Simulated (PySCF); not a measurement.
Sb(OH)2(TeH) (H3O2SbTe), SMILES [OH][Sb]([OH])[TeH]. Coordinates come from a PBE0-D3(BJ)/def2-SVP optimisation. The structure was generated by enumeration; whether it is a known compound was not checked. The def2 effective core potentials stand for the cores of Sb, Te; spin–orbit coupling is left out. Other conformers were not sampled.

Computed equilibrium geometry at PBE0-D3(BJ)/def2-SVP (PySCF confirms it by a frequency run) as Cartesian coordinates in Å (one conformer of several):
```xyz
7

Sb    -0.7822     0.3284     0.8792
O     -2.2246    -0.5133    -0.1905
H     -2.1782    -0.2833    -1.1278
O     -0.7981     2.1658     0.1348
H     -0.4395     2.1883    -0.7631
Te     1.2380    -0.6220    -0.8141
H      2.3179     0.4689    -0.1653
```
